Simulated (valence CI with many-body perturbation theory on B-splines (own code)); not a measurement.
**Valence orbitals of Pm XL**

Level of theory: valence CI with perturbative core correlation (CI+MBPT): four valence electrons over a frozen Dirac-Fock core [Ar], a basis of 9 s, 9 p, 10 d, 8 f, 5 g, 3 h, 1 i functions for each j, with the one-electron correlation potential Σ1, the two-electron term Σ2, the three-electron term Σ3, Breit, model QED; selected CI, second order for the rest (own B-spline code, finite nucleus).

No measured spectrum was set against this ion. As an estimate, large intervals hold to a few tenths of a per cent, small ones and those within an open d or f shell to about a per cent. Only levels of the ground parity were solved; by the run's estimate the other parity begins above the list, which can be wrong where configurations are misplaced.

These are the spectroscopic orbitals of the CI (the correlating ones are not listed), shaped by the core and the other valence electrons. h is the expectation value of the core's Dirac-Fock operator, without the valence repulsion; Σ1 is computed up to l = 3 at one energy for each symmetry, that of its lowest orbital but kept below the first core excitation, so for empty shells it is not the orbital's own correlation shift; Breit and QED include the response of the core.

```
Orbital  h (hartree)  Σ1 (cm⁻¹)  Breit (cm⁻¹)  QED (cm⁻¹)  ⟨r⟩ (bohr)
  4s1/2      -70.282      -7783          7145        5340      0.4806
  5s1/2      -43.052      -2971          3450        2625      0.7832
  6s1/2      -29.085      -1488          1892        1464       1.163
  4p1/2      -67.987     -10360         11372       -56.8      0.4756
  5p1/2      -41.917      -3774          5619       -22.3      0.7836
  6p1/2      -28.445      -1857          3129       -11.0       1.169
  4p3/2      -66.124      -9796          6956         476      0.4902
  5p3/2      -41.016      -3687          3453         242      0.8016
  6p3/2       -27.94      -1837          2051         137       1.190
  3d3/2      -118.23     -21733         14716       -1204      0.2130
  4d3/2      -62.852     -10165          5401        -340      0.4664
  5d3/2      -39.442      -3918          2633        -156      0.7896
  3d5/2      -117.06     -20437          7522        -537      0.2162
  4d5/2      -62.427      -9813          2794        -115      0.4703
  5d5/2      -39.231      -3757          1346       -46.2      0.7944
  4f5/2       -59.45     -24493           656        -216      0.4223
  5f5/2      -37.864      -9789           290        -103      0.7550
  4f7/2      -59.303     -20849          -163        -127      0.4239
  5f7/2      -37.784      -8312         -46.9       -56.9      0.7570
  5g7/2      -36.995                     51.3       -26.8      0.6802
  5g9/2      -36.959                    -34.3        -4.8      0.6812
```

Among the shells of the start configuration 3d4, Σ1 is largest in size for 3d3/2, where it is 0.084 % of h.

Lowest root of each symmetry, sizes in configuration state functions:

```tsv
J	Parity	Roots	Reference	Variational	Second order	Change by selected CI (cm⁻¹)	Change by second order (cm⁻¹)
0	even	5	19	7140	18239	-11987	0
1	even	4	43	16987	30766	-10012	-2
2	even	8	61	25170	45659	-10707	-6
3	even	6	57	24333	57856	-11461	-15
4	even	7	48	24922	57971	-11737	-19
5	even	2	29	22220	10735	-10961	-9
6	even	2	15	18883	7509	-11281	-6
```
